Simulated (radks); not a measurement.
Results of a calculation; reference values are marked as such.
The mean radii <r> (bohr) of the occupied orbitals of an atom or ion are listed with their occupations. Code: a radial shooting solver on a logarithmic mesh with Libxc functionals. Model: Dirac Kohn-Sham, Slater X-alpha with alpha = 0.916, spin-unpolarised, spherical densities, finite nucleus; Fermi nuclear charge, rms radius of each element as measured or else 0.836 A^(1/3) + 0.57 fm.

| orbital | occ. | <r> |
|---|---|---|
| 1s1/2 | 2 | 0.09656 |
| 2s1/2 | 2 | 0.4723 |
| 2p1/2 | 2 | 0.4311 |
| 2p3/2 | 4 | 0.4333 |
| 3s1/2 | 2 | 1.480 |
| 3p1/2 | 1 | 1.599 |

Name the element and its charge. Open shells, if any, fill j = l - 1/2 first.

Answer. Z = 16, sulfur, charge +3: S3+ in [Ne] 3s2 3p1. The 1s radius gives Z: for a bare nucleus <r> = (2 gamma + 1)/(2Z) with gamma = sqrt(1 - (Z/c)^2), 0.09332 bohr for Z = 16, and screening makes it slightly larger (0.09656 here). The occupations add up to 13, and the charge is Z minus that.
